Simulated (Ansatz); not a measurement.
All values below come from frozen-core CCSD(T)/cc-pVTZ // CAM-B3LYP-D3(BJ)/def2-TZVP run with Ansatz (an electronic-structure program). The geometry is that of the parent before the electron was removed.

Ansatz 0.2 input:
```yaml
crystal:
  periodic: [false, false, false]
  atoms:
    - { symbol: Al, position_ang: [-0.000002, 0.000004, -0.000017] }
    - { symbol: H, position_ang: [1.568244, -0.156045, -0.017414] }
    - { symbol: H, position_ang: [-0.648989, 1.43625, 0.008421] }
    - { symbol: H, position_ang: [-0.919253, -1.280209, 0.009013] }
basis:
  gaussian: { orbitals: cc-pVTZ }
correlation:
  method: ccsd_t
total_charge: 1
magnetization:
  spin_polarized: true
  initial_magnetization: 1
```

Output:

```
Functional definition: HF
442 factors; integrals over basis functions are off by at most 1.3e-3 eV
mean field evaluation 1: about -6618.2407 eV, gradient 7.9e0 eV
mean field evaluation 2: about -6618.2465 eV, gradient 7.9e0 eV
mean field evaluation 4: about -6619.1457 eV, gradient 1.2e0 eV
mean field evaluation 8: about -6619.1924 eV, gradient 7.4e-3 eV
mean field evaluation 16: about -6619.1927 eV, gradient 1.0e-1 eV
mean field evaluation 32: about -6619.1973 eV, gradient 2.8e-8 eV
mean field evaluation 64: about -6619.1929 eV, gradient 3.7e-2 eV
mean field evaluation 96: about -6619.1924 eV, gradient 1.6e-4 eV
mean field evaluation 128: about -6619.1924 eV, gradient 1.6e-4 eV
mean field -6619.19736442 eV, -243.2510164894 hartree, gradient 1.9e-6 eV, S^2 0.842063; 8 other end points of the search recorded, 0 dependent functions left out
determinant -6619.19736442 eV, -243.2510164894 hartree, with singles and doubles -6621.74853792 eV, -243.3447703863 hartree
determinant -6619.19734108 eV, -243.2510156316 hartree, with singles and doubles -6621.74786935 eV, -243.3447458169 hartree
determinant -6619.19240338 eV, -243.2508341746 hartree, with singles and doubles -6621.72175677 eV, -243.3437861970 hartree
determinant -6619.19237877 eV, -243.2508332700 hartree, with singles and doubles -6621.72287560 eV, -243.3438273135 hartree
determinant -6619.19736442 eV, -243.2510164894 hartree, with singles and doubles -6621.66056122 eV, -243.3415373021 hartree
determinant -6619.19734108 eV, -243.2510156316 hartree, with singles and doubles -6621.66053784 eV, -243.3415364430 hartree
determinant -6619.19240338 eV, -243.2508341746 hartree, with singles and doubles -6621.64875839 eV, -243.3411035561 hartree
determinant -6619.19237877 eV, -243.2508332700 hartree, with singles and doubles -6621.64873537 eV, -243.3411027100 hartree
5 core orbitals not correlated
reference -6619.19736442 eV, -243.2510164894 hartree; 3, 2 occupied and 68, 69 virtual orbitals, 442 factors
second order -1.79456809 eV of doubles, -0.00000000 eV of singles
cycle   1  -2.46319649 eV  change    3.1e-7 eV  update   2.1e-6
perturbative correction -0.04317562 eV, -0.0015866748 hartree
Total energy: -6621.70373653 eV, -243.3431239654 hartree
```

Cost: around 14 core-seconds (rough).
